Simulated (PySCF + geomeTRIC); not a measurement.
Level of theory: PySCF + geomeTRIC with B3LYP-D3(BJ)/def2-TZVP. fastk is a local helper that only speeds up exchange builds. No frequencies were computed at this level.

```python
import json, numpy as np
from pyscf import gto, dft
from fastk import lowrank_exchange
atoms = """
O     -0.111758     1.539164     0.013712
Ga     0.127157    -0.192780    -0.000574
O     -1.149876    -1.364734    -0.016161
O      1.760718    -0.756248     0.002702
H     -0.977905     1.940679     0.019753
H     -2.070467    -1.104320    -0.028778
H      2.422130    -0.061762     0.009345
"""
def scf(charge, spin, dm0=None):
    mol = gto.M(atom=atoms, basis='def2-tzvp', ecp={}, charge=charge, spin=spin, verbose=3, max_memory=5040)
    mf = dft.KS(mol, xc='b3lyp').density_fit(auxbasis="def2-universal-jkfit")
    mf.disp = 'd3bj'
    mf.grids.level = 3
    mf.conv_tol = 1e-8
    mf.max_cycle = 60
    mf.kernel(dm0)
    if not mf.converged:
        mf = mf.newton().run(mf.mo_coeff, mf.mo_occ).undo_soscf()
    return mf
mf = scf(0, 0)
from pyscf.geomopt.geometric_solver import kernel as optimize
path = []
done, mol = optimize(mf, maxsteps=80, assert_convergence=False, callback=lambda env: path.append((env["energy"], bool(env["g_scanner"].converged))))
res = dict(converged=bool(done and path[-1][1]), energy=path[-1][0], path=[e for e, c in path], xyz=mol.atom_coords(unit="Angstrom").tolist(), nao=mol.nao)
json.dump(res, open("result.json", "w"))
```

Output:

```
converged SCF energy = -2152.5776755033
Geometry optimization cycle 1
converged SCF energy = -2152.57767550321
cycle 1: E = -2152.5776755  dE = -2152.58  norm(grad) = 0.047242
Geometry optimization cycle 2
converged SCF energy = -2152.58119577374
cycle 2: E = -2152.58119577  dE = -0.00352027  norm(grad) = 0.0117714
Geometry optimization cycle 3
converged SCF energy = -2152.58172690693
cycle 3: E = -2152.58172691  dE = -0.000531133  norm(grad) = 0.00427824
Geometry optimization cycle 4
converged SCF energy = -2152.581871864
cycle 4: E = -2152.58187186  dE = -0.000144957  norm(grad) = 0.00178712
Geometry optimization cycle 5
converged SCF energy = -2152.58187716154
cycle 5: E = -2152.58187716  dE = -5.29753e-06  norm(grad) = 0.000742645
Geometry optimization cycle 6
converged SCF energy = -2152.58187830773
cycle 6: E = -2152.58187831  dE = -1.1462e-06  norm(grad) = 0.000190445
Geometry optimization cycle 7
converged SCF energy = -2152.58187828885
cycle 7: E = -2152.58187829  dE = 1.88802e-08  norm(grad) = 0.000414813
Geometry optimization cycle 8
converged SCF energy = -2152.58187846971
cycle 8: E = -2152.58187847  dE = -1.80859e-07  norm(grad) = 0.000331109
<class 'geometric.internal.Distance'> : 6
<class 'geometric.internal.Angle'> : 5
<class 'geometric.internal.OutOfPlane'> : 1
<class 'geometric.internal.Dihedral'> : 6
<class 'geometric.internal.TranslationX'> : 1
<class 'geometric.internal.TranslationY'> : 1
<class 'geometric.internal.TranslationZ'> : 1
<class 'geometric.internal.RotationA'> : 1
<class 'geometric.internal.RotationB'> : 1
<class 'geometric.internal.RotationC'> : 1
Step    0 : Gradient = 1.786e-02/2.755e-02 (rms/max) Energy = -2152.5776755032
Step    1 : Displace = 3.388e-02/4.756e-02 (rms/max) Trust = 1.000e-01 (=) Grad = 4.449e-03/6.619e-03 (rms/max) E (change) = -2152.5811957737 (-3.520e-03) Quality = 1.099
Step    2 : Displace = 2.120e-02/3.859e-02 (rms/max) Trust = 1.414e-01 (+) Grad = 1.617e-03/2.231e-03 (rms/max) E (change) = -2152.5817269069 (-5.311e-04) Quality = 1.412
Step    3 : Displace = 2.743e-02/5.051e-02 (rms/max) Trust = 2.000e-01 (+) Grad = 6.755e-04/1.228e-03 (rms/max) E (change) = -2152.5818718640 (-1.450e-04) Quality = 1.012
Step    4 : Displace = 3.828e-03/6.520e-03 (rms/max) Trust = 2.828e-01 (+) Grad = 2.807e-04/5.226e-04 (rms/max) E (change) = -2152.5818771615 (-5.298e-06) Quality = 1.190
Step    5 : Displace = 2.454e-03/4.085e-03 (rms/max) Trust = 3.000e-01 (+) Grad = 7.198e-05/1.070e-04 (rms/max) E (change) = -2152.5818783077 (-1.146e-06) Quality = 0.622
Step    6 : Displace = 1.253e-03/2.227e-03 (rms/max) Trust = 3.000e-01 (=) Grad = 1.568e-04/2.935e-04 (rms/max) E (change) = -2152.5818782889 (+1.888e-08) Quality = -0.024
Step    7 : Displace = 6.621e-04/9.270e-04 (rms/max) Trust = 6.265e-04 (-) Grad = 1.251e-04/2.376e-04 (rms/max) E (change) = -2152.5818784697 (-1.809e-07) Quality = 0.213
Converged! =D
```

Cost: around 2.5 core-minutes (rough).
